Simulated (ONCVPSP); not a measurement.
## What the settings do to the ONCV potential of calcium

Base potential:

ONCVPSP 4.0.1 input, shortened (lines: element, Z, core and valence counts, functional; n l f; lmax; l rc ep ncon nbas qcut; lloc lpopt rc5 dvloc0; l nproj debl; icmod fcfact rcfact), PBEsol, fully relativistic:

```
  Ca 20.00    3    4  -116133      upf
    1    0    2.00
    2    0    2.00
    2    1    6.00
    3    0    2.00
    3    1    6.00
    4    0    1.75
    4    1    0.25
    2
    0    2.10    0.00    3    7    5.30
    1    1.80    0.00    4    7    8.30
    2    2.20    0.43    4    8    3.90
    4    5    1.45    3.00
    0    2    2.80
    1    2    3.90
    2    2    2.30
    3    4.50    1.25
```

Open shells are filled in proportion to 2j + 1.

In the d channel the program set the typed energies aside and used -0.082, 2.218 Ha (j = l + 1/2; the other j can differ).

All-electron outer shells of the reference configuration (PBEsol, scalar-relativistic, ld1.x):

```tsv
shell	level (eV)	outermost node (bohr)	outermost maximum (bohr)
2p	-334.83	–	0.25
3s	-47.31	0.45	0.99
3p	-28.30	0.42	1.04
4s	-3.94	1.43	3.38
4p	-1.54	1.63	4.34
```

Cutoffs, loose and tight: the cutoffs (Ha) at which the residual kinetic energy of the hardest occupied pseudo-wave falls to 1 and 0.1 mHa per electron. They do not see the model core or the augmentation charge, which bear on the density cutoff. Test errors are all-electron minus pseudo excitation energies from the reference, over the configurations 3s2 3p6 4s2 4p0; 3s2 3p6 4s1 4p0; 3s2 3p6 4s0 4p0; 3s2 3p6 4s1 4p1. A dash means not determined; rows that change the core or the reference have their own tests.

For the base: The cutoffs count occupied waves only; projector 2 of the d channel, the hardest unoccupied one, needs 61 Ha at the loose tolerance.

| change | outcome | cutoff, loose | cutoff, tight | bound ghosts | GHOST(+) flags above zero | largest test error (meV) |
| --- | --- | --- | --- | --- | --- | --- |
| base | generated, projector energies reset by the program | 16 Ha | 20 Ha | none | none | -2.0 |
| s: ncon 4, nbas 8 | generated, projector energies reset by the program | 16 Ha | 20 Ha | none | none | -2.0 |
| d: rc 1.44; local potential polynomial inside 1.44 bohr (lpopt 5, dvloc0 3 Ha) | generated, projector energies reset by the program | 16 Ha | 20 Ha | none | none | -2.0 |
| reference 3s2 3p6 4s2; wave 3p+4p: rc 1.80 bohr, ncon 4, nbas 7, qcut 8.3 1/bohr, 2 projectors becomes 3p: rc 1.80 bohr, ncon 4, nbas 7, qcut 8.3 1/bohr, 2 projectors, debl 3.9 Ha | generated, projector energies reset by the program | 16 Ha | 20 Ha | none | none | -2.4 |
| s: qcut 6.3 | generated, projector energies reset by the program | 16 Ha | 20 Ha | none | none | -1.7 |
| s: rc 1.66 | generated, projector energies reset by the program | 16 Ha | 20 Ha | none | none | -1.4 |
| p: nproj 3 | generated, projector energies reset by the program | 16 Ha | 20 Ha | none | none | -2.0 |
| core correction Teter function, fcfact 5.6, rcfact 1.25 | generated, projector energies reset by the program | 16 Ha | 20 Ha | none | none | -2.1 |

(1) What comes out with this change to the base: scalar-relativistic; d: rc 1.8, qcut 4.8?

## Answers

(1) outcome: generated, projector energies reset by the program; cutoff, loose: 15 Ha; cutoff, tight: 19 Ha; bound ghosts: none; GHOST(+) flags above zero: none; largest test error (meV): -2.7.
